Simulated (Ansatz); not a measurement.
`[CH3][Zn][NH2]` and `[CH3][ZnH]` differ in one atom or group.

Ansatz, PBE0-D4/def2-TZVP geometries, multiplicity 1. Each molecule was computed in one conformer, which needn't be the lowest.

Scalar relativity is left out up to krypton.

```
                               property  `[CH3][Zn][NH2]`
    HOMO energy (B3LYP/def2-TZVPP) / eV             -6.36
  LUMO energy (ωB97M-V/def2-TZVPP) / eV              1.29
     LUMO energy (PBE0/def2-TZVPP) / eV              0.02
   HOMO–LUMO gap (PBE0/def2-TZVPP) / eV              6.61
HOMO–LUMO gap (ωB97M-V/def2-TZVPP) / eV             10.28
    HOMO–LUMO gap (PBE/def2-TZVPP) / eV              4.53
```

**Question.** Give the same properties after the change, and the shifts. (Best estimate.)

**Answer.** Computed: 
```tsv
property	`[CH3][ZnH]`	shift
HOMO energy (B3LYP/def2-TZVPP) / eV	-7.32	-0.96
LUMO energy (ωB97M-V/def2-TZVPP) / eV	1.04	-0.25
LUMO energy (PBE0/def2-TZVPP) / eV	-0.26	-0.28
HOMO–LUMO gap (PBE0/def2-TZVPP) / eV	7.25	0.64
HOMO–LUMO gap (ωB97M-V/def2-TZVPP) / eV	10.76	0.48
HOMO–LUMO gap (PBE/def2-TZVPP) / eV	5.40	0.87
```

With PBE0 the HOMO falls by 0.92 eV and the LUMO falls by 0.28 eV, so the gap widens by about 0.64 eV. PBE moves the HOMO by -1.11 eV and ωB97M-V by -0.73 eV.

B3LYP here is the variant with VWN-RPA as its local correlation; programs differ in this.
